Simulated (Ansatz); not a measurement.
`I[SiH]1CO1` and `I[SiH]1CS1` differ in one element.

Ansatz, PBE0-D4/def2-TZVP geometries, multiplicity 1. 

Elements past krypton have def2 core potentials.

| property | `I[SiH]1CO1` |
| --- | --- |
| LUMO energy (PBE/def2-TZVPP) / eV | -1.64 |
| LUMO energy (PBE0/def2-TZVPP) / eV | -0.79 |
| ideal-gas entropy at 298 K and 1 bar (rigid rotor, harmonic PBE0-D4/def2-TZVP) / J/(mol·K) | 319 |
| HOMO energy (PBE/def2-TZVPP) / eV | -6.40 |
| LUMO energy (ωB97M-V/def2-TZVPP) / eV | 1.03 |
| size of the dipole moment (B3LYP/def2-TZVPP) / D | 1.65 |

**Question.** What does the change do to each property? (An estimate is asked.)

**Answer.** The calculation gave: 
| property | `I[SiH]1CS1` | shift |
| --- | --- | --- |
| LUMO energy (PBE/def2-TZVPP) / eV | -1.89 | -0.25 |
| LUMO energy (PBE0/def2-TZVPP) / eV | -1.05 | -0.26 |
| ideal-gas entropy at 298 K and 1 bar (rigid rotor, harmonic PBE0-D4/def2-TZVP) / J/(mol·K) | 331 | 12 |
| HOMO energy (PBE/def2-TZVPP) / eV | -6.05 | 0.35 |
| LUMO energy (ωB97M-V/def2-TZVPP) / eV | 0.81 | -0.22 |
| size of the dipole moment (B3LYP/def2-TZVPP) / D | 1.41 | -0.24 |

With PBE0 the HOMO rises by 0.37 eV and the LUMO falls by 0.26 eV, so the gap narrows by about 0.63 eV. PBE moves the HOMO by 0.35 eV and ωB97M-V by 0.39 eV. Dipoles are sizes alone; their direction can turn.

B3LYP here is the variant with VWN-RPA as its local correlation; programs differ in this.

Spin–orbit coupling is left out; it splits and shifts lone-pair levels of the heavy atoms by tenths of an eV.
